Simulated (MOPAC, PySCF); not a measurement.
Complex: GeH4O (SMILES [OH][GeH3]) (first 6 atoms) with NH3 (SMILES N); geometry from B3LYP-D3(BJ)/def2-TZVP, rigid monomers moved along the line of their centres of mass till H3···N7 is 3.38 Å.
(charge 0, multiplicity 1):
```xyz
10

O     -0.362     0.714     0.575
Ge     0.515    -0.707    -0.035
H     -0.461     0.691     1.550
H      1.937    -0.777     0.568
H      0.584    -0.526    -1.558
H     -0.237    -2.011     0.320
N     -1.090     1.122     4.843
H     -2.068     1.292     5.054
H     -0.820     0.263     5.310
H     -0.551     1.877     5.251
```

Interaction energies are E(AB) − E(A) − E(B) at the monomers' geometry in the complex; basis-set methods are counterpoise corrected. Rows marked so take none.

Rows in 3-21G, 6-31G* carry no dispersion term and start afresh at each structure (6-31G* with six Cartesian d functions); the Pople sets are all-electron and without relativity. MP2/6-31G* freezes PySCF's default core, which leaves 3d correlated. The state that PM7 reach isn't checked; PM7 holds dispersion and hydrogen-bond terms.

Run with MOPAC for PM7 (differences of heats of formation); PySCF for 3-21G rows, 6-31G* rows. Each number belongs to the level named beside it.

### Question
Estimate the interaction energy that PM7 returns for this input.

### Answer
-82 meV

### Question
What interaction energy does B3LYP/3-21G (no counterpoise) give?

### Answer
-128 meV

### Question
Give the interaction energy at the level MP2/6-31G*.

### Answer
-103 meV
